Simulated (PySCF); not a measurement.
**Deuteron quadrupole couplings in `P[SiH2]PC1CCC1`**

Species: C4H12P2Si.
Geometry (GFN2-xTB, Å), atoms numbered from 1 in this order:
```xyz
19
C4H12P2Si angstrom
P      4.233    0.780    0.165
Si     2.212    0.131   -0.569
P      0.853   -0.510    1.098
C     -0.691   -0.756    0.106
C     -1.272    0.413   -0.710
C     -2.662    0.081   -0.149
C     -2.012   -0.836    0.896
H      4.370   -0.244    1.082
H      3.757    1.648    1.129
H      2.428   -1.044   -1.424
H      1.725    1.226   -1.421
H      0.539    0.778    1.533
H     -0.534   -1.647   -0.509
H     -0.908    1.384   -0.376
H     -1.151    0.344   -1.789
H     -3.231    0.922    0.242
H     -3.280   -0.466   -0.859
H     -1.941   -0.367    1.877
H     -2.444   -1.827    1.010
```

Level: PBE0/pcSseg-1 (PySCF, non-relativistic); Q(2H) = 0.00286 b; rigid geometry, the same for H and D, with no vibrational averaging.

**Question.** Rank these positions by the coupling χzz of a deuteron there, largest first.
A. H10 (Si–H hydrogen)
B. H13 (methine hydrogen)
C. H18 (methylene hydrogen)
D. H12 (P–H hydrogen)
E. H9 (P–H hydrogen)
F. H15 (methylene hydrogen)

**Answer.** F (211 kHz), C (207 kHz), B (203 kHz), E (145 kHz), D (136 kHz), A (108 kHz).

**Question.** Give the electric field gradient Vzz (the principal value of largest size), its asymmetry and the 2H coupling at each hydrogen.

**Answer.** 
| atom | bonded to | bond length (Å) | Vzz (au) | η | χzz (kHz) |
| --- | --- | --- | --- | --- | --- |
| H8 | P1 | 1.381 | 0.2162 | 0.07 | 145 |
| H9 | P1 | 1.382 | 0.2165 | 0.07 | 145 |
| H10 | Si2 | 1.468 | 0.1603 | 0.02 | 108 |
| H11 | Si2 | 1.471 | 0.1584 | 0.01 | 106 |
| H12 | P3 | 1.395 | 0.2030 | 0.09 | 136 |
| H13 | C4 | 1.094 | 0.3018 | 0.03 | 203 |
| H14 | C5 | 1.090 | 0.3089 | 0.01 | 208 |
| H15 | C5 | 1.088 | 0.3146 | 0.01 | 211 |
| H16 | C6 | 1.088 | 0.3142 | 0.00 | 211 |
| H17 | C6 | 1.088 | 0.3132 | 0.01 | 210 |
| H18 | C7 | 1.090 | 0.3086 | 0.02 | 207 |
| H19 | C7 | 1.088 | 0.3149 | 0.00 | 212 |

**Question.** Average by the element that carries the hydrogen.

**Answer.** on P: 142 kHz over 3 positions, mean bond length 1.386 Å; on Si: 107 kHz over 2 positions, mean bond length 1.470 Å; on C: 209 kHz over 7 positions, mean bond length 1.089 Å.

**Question.** A static deuteron (I = 1) shows a doublet split by (3/2)χ, (3/4)χ(1 + η) and (3/4)χ(1 − η) with the field along z, y and x of the gradient. What are these for H11?

**Answer.** With |χ| = 106.4 kHz and η = 0.012: 160, 81 and 79 kHz, to first order and without motion.

One conformer (not necessarily the lowest) at the GFN2-xTB geometry, without solvent, vibrations or thermal averaging. GFN2-xTB bond lengths can be off by several hundredths of an ångström, more for odd bonds, and the gradients follow them. A larger basis could move these couplings by a tenth or more.

The run behind these numbers computed NMR shieldings as well. The run took 64 s (with the writing of density and orbital grids) on Intel Xeon Platinum 8259CL at 2.50 GHz, one thread, on a shared host, and the process peaked at 0.91 GiB of memory.
